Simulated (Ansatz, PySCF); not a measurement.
InBr2, SMILES [Br][In+][Br], charge +1. Atoms are numbered in the order given.

```xyz
3

In     0.0000     0.0000     0.0000
Br     0.0000     0.0000    -2.3957
Br     0.0000     0.0000     2.3957
```
Charge +1, spin multiplicity 1.

Geometry: B3LYP-D3(BJ)/def2-SVP. The spin state was assumed, not searched. The isomer is the one that the SMILES or the coordinates give; other isomers of the formula were not compared. The def2 effective core potentials stand for the cores of In; spin–orbit coupling is left out.

Two levels are set side by side: PBE-D3(BJ)/def2-SVP (Ansatz, a program for electronic structure) and B3LYP-D3(BJ)/def2-SVP (Ansatz). Each level has its own optimised geometry; the coordinates shown are those of the second. Frequencies come from the Hessian of PySCF at each geometry. Differences are taken from unrounded values.

```tsv
quantity	B3LYP-D3(BJ)
mean bond length (Å)	2.396
bond In1–Br2 (Å)	2.396
bond In1–Br3 (Å)	2.396
highest harmonic wavenumber (cm⁻¹)	350
mean harmonic wavenumber (cm⁻¹)	173
zero-point energy (kcal/mol)	0.99
```

Q: What does PBE-D3(BJ) give, and how far is it from B3LYP-D3(BJ)? (The exact figures need the calculation; the answer reports its results.)

A: 
| quantity | PBE-D3(BJ) | PBE-D3(BJ) minus B3LYP-D3(BJ) |
|---|---|---|
| mean bond length (Å) | 2.397 | 0.002 |
| bond In1–Br2 (Å) | 2.397 | 0.002 |
| bond In1–Br3 (Å) | 2.397 | 0.002 |
| highest harmonic wavenumber (cm⁻¹) | 347 | -3 |
| mean harmonic wavenumber (cm⁻¹) | 171 | -2 |
| zero-point energy (kcal/mol) | 0.98 | -0.01 |

Here PBE gives about what the other level gives.
